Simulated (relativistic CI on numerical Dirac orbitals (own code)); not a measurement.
## Pr⁴⁺ (4f) in a crystal field

Calculated by Dirac-Coulomb-Breit CI, KLI orbitals optimised for each configuration, QED by a radiative potential, one configuration in a parametric crystal field, unscaled Slater integrals (own radial code).

Field parameters in Wybourne normalisation; cubic f-shell fields have B⁴₄ = √(5/14) B⁴₀ and B⁶₄ = −√(7/2) B⁶₀. The field is a parameter set, without covalency.

S is read from ⟨S²⟩ = S(S + 1).

Powder χT (cm³ K mol⁻¹) by Van Vleck's formula, with temperature-independent terms:

```
                                                                          Field    2 K    5 K   10 K   20 K   50 K  100 K  200 K  300 K
D3d, B20 = 2730, B40 = 170, B43 = -1000, B60 = 1040, B63 = 1100, B66 = 480 cm⁻¹  0.515  0.516  0.518  0.522  0.535  0.556  0.598  0.638
             D4h, B20 = 850, B40 = -300, B44 = 1070, B60 = -620, B64 = 810 cm⁻¹  0.435  0.438  0.443  0.453  0.485  0.537  0.633    0.7
             D4h, B20 = -590, B40 = 1990, B44 = 860, B60 = 240, B64 = 1230 cm⁻¹  0.116  0.121  0.128  0.144  0.191  0.269  0.421  0.544
                                                 Oh, B40 = 2230, B60 = 450 cm⁻¹  0.178  0.182   0.19  0.204  0.247  0.318  0.459  0.574
                                                 Oh, B40 = 1200, B60 = 290 cm⁻¹  0.191  0.199  0.212  0.238  0.315  0.443   0.63  0.716
                                                Oh, B40 = 3630, B60 = 1020 cm⁻¹  0.187  0.189  0.194  0.203  0.231  0.277   0.37   0.46
```

Q: For D3d, B20 = 2730, B40 = 170, B43 = -1000, B60 = 1040, B63 = 1100, B66 = 480 cm⁻¹: what effective moment follows at 300 K?

A: μ_eff = √(8χT) = 2.26 μB. The LS value g√(J(J + 1)) of the free ion's ²F°5/2 level is 2.54 μB.
